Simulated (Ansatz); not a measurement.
```xyz
8

C     0.414   -1.035   -0.399
O    -0.835   -0.592    0.107
Si   -0.442    0.998    0.398
S     1.484    0.485   -0.337
H     0.317   -1.383   -1.429
H     0.837   -1.817    0.234
H    -1.236    1.963   -0.403
H    -0.539    1.381    1.829
```

The species carries charge 0 and has multiplicity 1.

(1) List the PBE/def2-TZVPP orbital energies in eV (Ansatz). (Estimate.)

Results:

(1) Computed: Occupied: -2395.67, -1780.79, -510.68, -271.49, -208.63, -154.79, -154.69, -154.54, -138.40, -95.21, -95.13, -95.08, -26.08, -18.77, -16.25, -12.54, -11.92, -11.54, -10.93, -9.00, -8.25, -7.37, -7.13, -5.93. Lowest empty: -1.53, -1.15, 0.39, 1.09, 1.56, 1.57, 2.00, 2.32.
